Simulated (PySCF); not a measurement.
Isomers of C6H11FSi, one GFN2-xTB conformer each. Single-point energies are computed at PBE0/pcSseg-1 (PySCF, gas phase, no added dispersion term), electronic only.

Question: Rank them by PBE0/pcSseg-1 energy, lowest first (kcal/mol).
A. `[CH2:1]=[CH:2][CH2:3][C@@:4]1([CH2:5][F:6])[CH2:7][SiH2:8]1` with C1–C2–C3–C4 119°, C2–C3–C4–C5 -64°, C3–C4–C5–F6 -71°
B. `[CH3:1][CH2:2][C@@H:3]1[CH:4]=[CH:5][C@@H:6]([F:7])[SiH2:8]1` with C1–C2–C3–C4 -66°, C2–C3–C4–C5 -114°, C4–C5–C6–F7 -128°, C5–C6–Si8–C3 10°, C2–C3–Si8–C6 111°
C. `[CH2:1]=[CH:2][CH2:3][Si:4]1([CH2:5][F:6])[CH2:7][CH2:8]1` with C1–C2–C3–Si4 104°, C2–C3–Si4–C5 175°, C3–Si4–C5–F6 45°

Answer: B (0.0), C (21.6), A (27.2).

As drawn, the highest has a three-membered ring, which the lowest lacks. GFN2-xTB itself gives, in the same order: 0.0, 50.8, 30.2. Both levels put the same isomer lowest; measured from each level's own lowest isomer, the values differ by up to 29.2 kcal/mol (C=CC[Si]1(CF)CC1: 50.8 against 21.6).

Q: Which frontier levels, dipoles and rotational constants go with these structures?

A: 
```json
{"SMILES": "CC[C@@H]1C=C[C@@H](F)[SiH2]1", "HOMO (eV, PBE0/pcSseg-1)": "-7.43", "LUMO (eV)": "-0.05", "dipole (D)": "2.38", "A, B, C (MHz)": "3605, 1030, 862.7"}
{"SMILES": "C=CC[Si]1(CF)CC1", "HOMO (eV, PBE0/pcSseg-1)": "-6.78", "LUMO (eV)": "0.11", "dipole (D)": "1.37", "A, B, C (MHz)": "2183, 1119, 843.0"}
{"SMILES": "C=CC[C@@]1(CF)C[SiH2]1", "HOMO (eV, PBE0/pcSseg-1)": "-6.86", "LUMO (eV)": "-0.02", "dipole (D)": "1.74", "A, B, C (MHz)": "2355, 1202, 935.8"}
```
